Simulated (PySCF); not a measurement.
Radial density of In (indium, neutral)

UHF, [Kr] 4d10 5s1 5p2, high-spin 4P determinant (an excited configuration). Calculation: PySCF 2.14, in x2c-QZVPPall with one added diffuse shell each of s, p, d, f type (14s10p8d5f1g, 128 functions); scalar relativity by spin-free X2C-1e.

| r (bohr) | 4πr²ρ (e/bohr) | 4πr²(ρα − ρβ) |
| --- | --- | --- |
| 0.0230 | 62.83 | 0.0077 |
| 0.0386 | 54.08 | 0.0106 |
| 0.0649 | 68.54 | 0.0280 |
| 0.109 | 76.54 | 0.0004 |
| 0.184 | 54.83 | -0.0114 |
| 0.309 | 62.69 | 0.0373 |
| 0.520 | 21.06 | 0.0572 |
| 0.874 | 21.77 | -0.0454 |
| 1.47 | 7.310 | 0.3232 |
| 2.47 | 1.625 | 1.1557 |
| 4.16 | 0.5225 | 0.5176 |
| 7.00 | 0.03743 | 0.0374 |
| 11.8 | 0.0002299 | 0.0002 |

Densities and radii are taken from the X2C orbitals without a picture-change correction, which distorts them close to the nucleus.

(1) Where is the radial spin density 4πr²(ρα − ρβ) most negative, and why is it negative at all?

## Answers

(1) Around r = 0.874 bohr, down to -0.0454 e/bohr: exchange with the open shell polarises the paired shells in an unrestricted calculation.
